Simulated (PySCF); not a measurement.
Co²⁵⁺ (cobalt, charge +25): Hartree-Fock from Schrödinger to Dirac-Coulomb-Breit

Occupied: 1s1/2. Hartree-Fock calculated with PySCF 2.14 in an even-tempered Gaussian basis (16 s from 2.5 bohr⁻², ratio 2.7; 11 p from 3 bohr⁻², ratio 2.7), Gaussian nucleus throughout. NR is non-relativistic, sf-X2C the spin-free one-electron X2C Hamiltonian, X2C adds the bare one-electron spin-orbit term, X2C-SNSO screens it by Boettger's factors, DC is four-component Dirac-Coulomb, and the Gaunt and Breit terms are added at first order (total energies over the DC spinors, levels after relaxing the spinors in that mean field). QED terms are absent. Levels marked empty are virtual spinors of this ion.

```
Hamiltonian  E (hartree)
         NR    -712.2281
     sf-X2C    -719.0730
        X2C    -719.0730
   X2C-SNSO    -719.0730
         DC    -719.1990
   DC+Gaunt    -718.9432
   DC+Breit    -718.9432
```

```csv
level (eV),NR,sf-X2C,X2C,X2C-SNSO,DC,DC+Gaunt,DC+Breit
1s1/2,-9463.8,-9552.0,-9552.0,-9552.0,-9555.4,-9548.5,-9548.5
2s1/2 (empty),-2193.8,-2219.4,-2219.4,-2219.4,-2219.7,-2219.0,-2219.1
2p1/2 (empty),-2145.1,-2155.6,-2169.6,-2169.1,-2168.8,-2167.4,-2167.6
2p3/2 (empty),-2145.1,-2155.6,-2148.9,-2149.1,-2149.4,-2148.6,-2148.9
3s1/2 (empty),-961.07,-970.00,-970.00,-970.00,-970.08,-969.88,-969.91
```

**Question.** How large are the two-electron picture-change error of X2C and the Breit correction in the total energy?

**Answer.** X2C-1e lies 0.1260 hartree above Dirac-Coulomb; Gaunt adds 0.2559 and the full Breit term 0.2559 hartree.

```csv
interval (eV),X2C,X2C-SNSO,DC,DC+Gaunt,DC+Breit
2p3/2 − 2p1/2,20.68,19.90,19.42,18.75,18.75
```

Weight of the small component: 1s1/2 0.00957, 2s1/2 0.00219, 2p1/2 0.00216, 2p3/2 0.00214, 3s1/2 0.000956.

Koopmans' value for the highest occupied level at DC+Breit: 9548.5 eV, against an ionisation energy of 9544.2 eV (theoretical estimate listed by NIST; NIST Atomic Spectra Database, ionization energies); the former lacks relaxation, correlation, QED and recoil.

The whole ladder took 28 s of wall time on 1 thread of Neoverse-V1 (shared host), launched as `OMP_NUM_THREADS=1 python relrun2.py TASK.json OUT` (a driver that calls PySCF for each Hamiltonian).

Dirac-Coulomb iterations, started from the X2C spinors:

```
with_ssss True, with_gaunt False, with_breit False
light speed = 137.03599967994
init E= -718.43802286492
cycle= 1 E= -719.199035660918  delta_E= -0.761  |g|= 0.157  |ddm|= 0.0128
cycle= 2 E= -719.199039857463  delta_E= -4.2e-06  |g|= 0.000477  |ddm|= 0.0001
cycle= 3 E= -719.199039857577  delta_E= -1.14e-10  |g|= 2.22e-06  |ddm|= 1.44e-06
```
